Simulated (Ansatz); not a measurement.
Geometry optimisation, UKS PBE/def2-SVP (Ansatz 0.2.0).

Input:

```yaml
crystal:
  periodic: [false, false, false]
  atoms:
    - { symbol: W, position_ang: [-0.054558, 0.0, -0.183031] }
    - { symbol: H, position_ang: [-0.056077, 0.0, 1.546568] }
    - { symbol: F, position_ang: [1.788467, 0.0, 0.114073] }
    - { symbol: F, position_ang: [-0.005508, 1.845485, 0.006821] }
    - { symbol: Cl, position_ang: [-2.295469, 0.0, 0.162309] }
    - { symbol: F, position_ang: [-0.005508, -1.845485, 0.006821] }
    - { symbol: Cl, position_ang: [0.061294, 0.0, -2.523805] }
    - { symbol: F, position_ang: [0.027359, 0.0, 3.640245] }
magnetization:
  spin_polarized: true
  initial_magnetization: 1
basis:
  gaussian: { orbitals: def2-SVP }
hamiltonian:
  xc: pbe
relax:
  f_tol: 0.03
  max_steps: 50
```

Launched with:

```bash
$ ansatz run input.yaml --threads 4 --pin off --max-ram 5120MiB --backend cpu --events-out ev --progress --plain --runs-dir out
```

Task: Where does it end, and by what steps?

Result: It converged. After 16 steps the energy has fallen by 4.187 eV; F8 moved furthest, 1.40 Å. Parted: W1–H2 (1.73 → 2.42 Å). Joined: W1–F8 (3.82 → 2.32 Å), H2–F8 (2.10 → 0.97 Å).

```csv
step,energy less start (eV),largest force component (eV/Å),accepted
0,0.0000,1.123,yes
1,-0.2694,1.229,yes
2,-0.7839,2.339,yes
3,-1.8995,4.098,yes
4,-2.0961,11.504,yes
5,-2.9511,2.302,yes
6,-3.0872,2.549,yes
7,-3.2821,1.113,yes
8,-3.5448,0.704,yes
9,-3.7116,2.657,yes
10,-3.9585,2.127,yes
11,-4.1388,0.663,yes
12,-4.1616,0.152,yes
13,-4.1684,0.109,yes
14,-4.1823,0.476,yes
15,-4.1866,0.086,yes
16,-4.1870,0.028,yes
```

```xyz
8
Properties=species:S:1:pos:R:3
W -0.244 0.000 -0.063
H 0.945 0.000 2.041
F 1.646 0.000 0.506
F -0.229 1.818 0.316
Cl -2.547 0.000 -0.294
F -0.229 -1.818 0.316
Cl 0.126 0.000 -2.294
F -0.008 0.000 2.243
```

Whether the end is a true minimum wasn't checked by a vibrational analysis.

Run time: 110 s on 4 threads of Arm Neoverse V2, on a shared host, peak memory 0.39 GiB.
